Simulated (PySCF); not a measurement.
## Working out the ionisation energy of Sn

Sn [Kr] 4d10 5s2 5p2 (3P) → Sn⁺ [Kr] 4d10 5s2 5p1 (2P). Calculation: PySCF 2.14, in aug-cc-pVTZ-PP with one added diffuse shell each of d, f type with ECP28MDF (6s5p5d3f, 67 functions); scalar relativity through the core potential. Frozen: 4s2 4p6 4d10. Energies in hartree (1 hartree = 27.21139 eV):

```
            part   Sn (lower)  Sn⁺ (upper)
             UHF  -213.340272  -213.088510
CCSD correlation    -0.056579    -0.044172
             (T)    -0.001663    -0.000676
```

Q: What does Hartree-Fock give?

A: (-213.088510) − (-213.340272) = 0.251762 hartree = 6.851 eV.

Q: What do CCSD and CCSD(T) give?

A: The CCSD correlation energies differ by 0.012407 hartree = 0.338 eV and the triples by 0.000987 hartree = 0.027 eV, so CCSD gives 7.189 eV and CCSD(T) 7.216 eV.

Measured between the centres of the two terms (NIST): 7.389 eV, so CCSD(T) (valence) is off by -0.173 eV.

What remains against the reference includes basis incompleteness, the frozen core and higher excitations.
